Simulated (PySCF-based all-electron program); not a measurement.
## Distorting NbF₅, singlet

All-electron Kohn–Sham DFT on the free molecule, computed near the basis limit with an in-house program on PySCF integrals; Koelling–Harmon scalar relativity or the spin-free Dirac equation, no spin–orbit coupling, spin-restricted. Forces are good to about 0.020 eV/Å. In part, the full relativistic part was added along one bond alone. Atoms are numbered as listed.

Shape A (Koelling–Harmon scalar relativity):

| atom | x (Å) | y (Å) | z (Å) |
| --- | --- | --- | --- |
| Nb | 0.0000 | 0.0000 | 0.0000 |
| F | 0.0000 | 0.0000 | 1.9000 |
| F | 0.0000 | 0.0000 | -1.9000 |
| F | 1.8700 | 0.0000 | 0.0000 |
| F | -0.9350 | 1.6195 | 0.0000 |
| F | -0.9350 | -1.6195 | 0.0000 |

PBE forces:

```csv
atom,Fx,Fy,Fz (eV/Å)
Nb1,0.000,0.000,0.000
F2,0.000,0.000,-0.487
F3,0.000,0.000,0.487
F4,-0.587,0.000,0.000
F5,0.294,-0.509,0.000
F6,0.294,0.509,0.000
```

(1) What forces does r2SCAN give in shape A?

Shape B (the spin-free Dirac equation):

```xyz
6

Nb    0.0000    0.0000    0.0000
F     0.0000    0.0000    1.9000
F     0.0000    0.0000   -1.9000
F     1.9000    0.0000    0.0000
F    -0.9500    1.6454    0.0000
F    -0.9500   -1.6454    0.0000
```

Against shape A, Nb1–F4 goes from 1.870 to 1.900 Å, Nb1–F5 goes from 1.870 to 1.900 Å, Nb1–F6 goes from 1.870 to 1.900 Å.

PBE forces:

```
atom      Fx      Fy  Fz (eV/Å)
 Nb1  -0.001   0.000      0.001
  F2   0.000   0.000     -0.612
  F3   0.000   0.000      0.610
  F4  -1.358   0.000      0.000
  F5   0.679  -1.176      0.000
  F6   0.679   1.176      0.000
```

(2) What forces does r2SCAN give in shape B?

Shape C (the spin-free Dirac equation):

```json
{"atom": "Nb", "x (Å)": "0.0000", "y (Å)": "0.0000", "z (Å)": "0.0000"}
{"atom": "F", "x (Å)": "0.0000", "y (Å)": "0.0000", "z (Å)": "1.7100"}
{"atom": "F", "x (Å)": "0.0000", "y (Å)": "0.0000", "z (Å)": "-1.9000"}
{"atom": "F", "x (Å)": "1.9000", "y (Å)": "0.0000", "z (Å)": "0.0000"}
{"atom": "F", "x (Å)": "-0.9500", "y (Å)": "1.6454", "z (Å)": "0.0000"}
{"atom": "F", "x (Å)": "-0.9500", "y (Å)": "-1.6454", "z (Å)": "0.0000"}
```

PBE forces:

```
atom      Fx      Fy  Fz (eV/Å)
 Nb1  -0.001   0.000     -6.553
  F2   0.000   0.000      6.583
  F3   0.000   0.000      0.014
  F4  -1.062   0.000     -0.014
  F5   0.531  -0.919     -0.015
  F6   0.531   0.919     -0.015
```

(3) What forces does r2SCAN give in shape C?

Answers

(1) The forces move by 0.390 eV/Å (r.m.s. over the atoms) from PBE.

```csv
atom,Fx,Fy,Fz (eV/Å)
Nb1,0.002,0.000,0.000
F2,0.000,0.000,-0.905
F3,0.000,0.000,0.905
F4,-1.021,0.000,0.000
F5,0.510,-0.885,0.000
F6,0.510,0.885,0.000
```

(2) The forces move by 0.397 eV/Å (r.m.s. over the atoms) from PBE.

| atom | Fx | Fy | Fz (eV/Å) |
| --- | --- | --- | --- |
| Nb1 | 0.000 | 0.000 | 0.001 |
| F2 | 0.000 | 0.000 | -1.036 |
| F3 | 0.000 | 0.000 | 1.034 |
| F4 | -1.799 | 0.000 | 0.000 |
| F5 | 0.899 | -1.558 | 0.000 |
| F6 | 0.899 | 1.558 | 0.000 |

(3) The forces move by 0.374 eV/Å (r.m.s. over the atoms) from PBE.

```json
{"atom": "Nb1", "Fx": "0.001", "Fy": "0.000", "Fz (eV/Å)": "-6.583"}
{"atom": "F2", "Fx": "0.000", "Fy": "0.000", "Fz (eV/Å)": "6.214"}
{"atom": "F3", "Fx": "0.000", "Fy": "0.000", "Fz (eV/Å)": "0.401"}
{"atom": "F4", "Fx": "-1.490", "Fy": "0.000", "Fz (eV/Å)": "-0.011"}
{"atom": "F5", "Fx": "0.745", "Fy": "-1.291", "Fz (eV/Å)": "-0.011"}
{"atom": "F6", "Fx": "0.745", "Fy": "1.291", "Fz (eV/Å)": "-0.011"}
```
